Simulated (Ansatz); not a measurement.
Frontier orbitals of C$_{6}$H$_{10}$AlFO$_{2}$, SMILES `CC1=CC(C)=[O+][Al-]([CH3])([F])[O]1`.

```xyz
20

C     1.905   -2.177   -0.425
C     0.860   -1.143   -0.178
C     0.739   -0.541    1.075
C    -0.196    0.456    1.353
C    -0.251    1.088    2.702
O    -1.038    0.896    0.504
Al   -1.341    0.230   -1.165
C    -1.294    1.587   -2.549
F    -2.672   -0.763   -1.045
O     0.120   -0.859   -1.176
H     2.511   -2.375    0.457
H     2.547   -1.845   -1.245
H     1.420   -3.099   -0.753
H     1.415   -0.847    1.860
H    -0.109    2.166    2.596
H     0.496    0.684    3.382
H    -1.249    0.938    3.122
H    -2.125    2.291   -2.449
H    -1.370    1.144   -3.546
H    -0.368    2.170   -2.521
```

Total charge 0; spin multiplicity 1. The geometry is a stationary point of PBE0-D4/def2-TZVP. Basis def2-TZVPP, Ansatz.

```json
{"functional": "LDA (SPW92)", "HOMO (eV)": "-6.53", "LUMO (eV)": "-3.18", "gap (eV)": "3.35"}
{"functional": "PBE", "HOMO (eV)": "-6.35", "LUMO (eV)": "-2.94", "gap (eV)": "3.41"}
{"functional": "revPBE", "HOMO (eV)": "-6.28", "LUMO (eV)": "-2.85", "gap (eV)": "3.43"}
{"functional": "BLYP", "HOMO (eV)": "-6.21", "LUMO (eV)": "-2.82", "gap (eV)": "3.39"}
{"functional": "r2SCAN", "HOMO (eV)": "-6.58", "LUMO (eV)": "-2.80", "gap (eV)": "3.78"}
{"functional": "PBE0", "HOMO (eV)": "-7.51", "LUMO (eV)": "-2.07", "gap (eV)": "5.44"}
{"functional": "ωB97M-V", "HOMO (eV)": "-9.66", "LUMO (eV)": "0.01", "gap (eV)": "9.67"}
```

A quarter of exact exchange (PBE0) shifts PBE's HOMO by −1.16 eV and its LUMO by +0.87 eV; full exchange at long range (ωB97M-V) shifts them by −3.31 and +2.95 eV. The gap opens from 3.41 to 9.67 eV, since occupied levels lose self-interaction and empty ones feel all the electrons. A positive LUMO is unbound and depends on the basis.
